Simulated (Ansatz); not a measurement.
# Setting up C3H9Al (trimethylaluminium (TMA)) in Ansatz

The species is C3H9Al (13 atoms), meant as a singlet with charge 0. SMILES: `[CH3][Al]([CH3])[CH3]`. Geometry: optimised at MP2/6-31G*.

```xyz
13

C    -0.4996    1.7173   -0.8325
Al    0.0404   -0.0036   -0.0312
C     1.2290   -0.0273    1.5441
C    -0.6931   -1.6933   -0.7396
H     0.2590    2.4969   -0.7100
H    -1.4118    2.0926   -0.3507
H    -0.7257    1.6329   -1.9003
H     1.9285    0.8147    1.5572
H     1.8125   -0.9504    1.6195
H     0.6396    0.0445    2.4674
H    -0.9146   -1.6411   -1.8104
H    -1.6387   -1.9381   -0.2384
H    -0.0256   -2.5452   -0.5753
```

Settings wanted:

- basis set: 6-31G*
- temperatures: (298.15, 298.15, 1) K
- task: frequencies
- method: MP2
- reference: RHF
- accuracy: medium
- frozen core orbitals: 8
- d and f functions: Cartesian

Task: Give an Ansatz 0.2.0 job that does this.

Result: One that was run (others would do as well):

run.yaml:
```yaml
crystal:
  periodic: [false, false, false]
  atoms:
    - {symbol: C, position_ang: [-0.499609, 1.717270, -0.832474]}
    - {symbol: Al, position_ang: [0.040396, -0.003574, -0.031172]}
    - {symbol: C, position_ang: [1.229017, -0.027273, 1.544110]}
    - {symbol: C, position_ang: [-0.693131, -1.693266, -0.739551]}
    - {symbol: H, position_ang: [0.259028, 2.496881, -0.709999]}
    - {symbol: H, position_ang: [-1.411780, 2.092595, -0.350662]}
    - {symbol: H, position_ang: [-0.725726, 1.632926, -1.900262]}
    - {symbol: H, position_ang: [1.928529, 0.814716, 1.557234]}
    - {symbol: H, position_ang: [1.812493, -0.950398, 1.619473]}
    - {symbol: H, position_ang: [0.639631, 0.044501, 2.467442]}
    - {symbol: H, position_ang: [-0.914568, -1.641086, -1.810360]}
    - {symbol: H, position_ang: [-1.638654, -1.938094, -0.238436]}
    - {symbol: H, position_ang: [-0.025615, -2.545198, -0.575332]}
basis:
  gaussian: {orbitals: "6-31G*"}
correlation: {method: mp2}
phonons: {temperatures: {t_min: 298.15, t_max: 298.15, t_step: 1}}
```

```bash
$ ansatz run run.yaml --threads 1 --pin off --max-ram 3480MiB --events-out events.jsonl --progress --plain --runs-dir runs
```

Calculated total energy: -361.20335 Eh, largest force 0.001 eV/Å. One or more modes are imaginary (lowest 44i cm⁻¹).
